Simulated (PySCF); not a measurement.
Si(H)2(Br)(OH) (BrH3OSi), SMILES [SiH2](Br)O. Coordinates come from a PBE-D3(BJ)/def2-TZVP optimisation. The values are those of a single conformer.

TDA-B3LYP/def2-SVPD (PySCF) puts the lowest singlet excitations at 6.69, 6.82, 7.02, 7.08, 7.61, 7.70 eV.

Q: What are the lowest excitation roots from PySCF 2.14.0 with ADC(2)/aug-cc-pVDZ? (Estimate from the structure and the level; the computed values follow.)

A: 7.29, 7.37, 7.53, 7.64, 7.86, 7.95 eV. S1 differs by 0.60 eV (second minus first; roots are paired by order, and the bases may differ).
